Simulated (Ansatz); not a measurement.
Ansatz results at the PBE0-D4/def2-TZVP geometry: LUMO energy (ωB97M-V/def2-TZVPP) 1.27 eV; HOMO–LUMO gap (ωB97M-V/def2-TZVPP) 10.60 eV; HOMO energy (PBE0/def2-TZVPP) -7.21 eV.

Problem. Which molecule gave them?
A. `[SiH3]C1=CC1Br`
B. `BC=NB`
C. `[SiH3]C1=C(Br)C1`
D. `C=C1[SiH2]C1Br`

Solution. C. The others give `C=C1[SiH2]C1Br`: 0.54, 9.80, -7.12; `BC=NB`: -0.93, 9.14, -7.76; `[SiH3]C1=CC1Br`: 0.96, 10.61, -7.45.
